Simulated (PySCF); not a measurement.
Compound: C5H9ClO.
Bonds: C1–C2, C2–C3, C3–C4, C4–C5, C5–O6 (double), C5–Cl7. Hydrogens: H8, H9, H10 on C1; H11, H12 on C2; H13, H14 on C3; H15, H16 on C4.

Torsions of this conformer, `[CH3:1][CH2:2][CH2:3][CH2:4][C:5](=[O:6])[Cl:7]`: C1–C2–C3–C4 179°, C2–C3–C4–C5 180°, C3–C4–C5–O6 -1°.

The closed-shell ground state was solved at several levels (PySCF, density fitting, gas phase, non-relativistic). One conformer (not necessarily the lowest) at the PBE0-D3(BJ)/def2-SVP geometry, without solvent, vibrations or thermal averaging.

```csv
level,basis functions,HOMO (eV),LUMO (eV),gap (eV),dipole (D)
mPW1PW91/pcSseg-1,171,-8.61,-0.96,7.65,3.13
BP86/pcSseg-1,171,-7.15,-2.14,5.01,3.03
PBE0/pcSseg-1,171,-8.57,-0.94,7.63,3.12
KT2/pcSseg-1,171,-7.18,-1.98,5.20,3.05
OPBE/pcSseg-1,171,-6.99,-1.93,5.06,3.02
```

Q: What might BLYP/pcSseg-1 (171 basis functions) give for the same quantities?

A: HOMO -6.87 eV, LUMO -1.89 eV, gap 4.98 eV, dipole 2.94 D.

Q: Over all these levels, which gives the widest orbital gap and which the narrowest?

A: mPW1PW91/pcSseg-1 (global hybrid, 25 % exact exchange) has the widest, 7.65 eV, and BLYP/pcSseg-1 (GGA) the narrowest, 4.98 eV. From the narrowest to the widest the HOMO moves by -1.74 eV and the LUMO by +0.93 eV.

Q: How far do the dipole and the HOMO energy spread over the levels?

A: The dipole runs from 2.94 to 3.13 D (mean 3.05 D) and the HOMO from -8.61 to -6.87 eV.
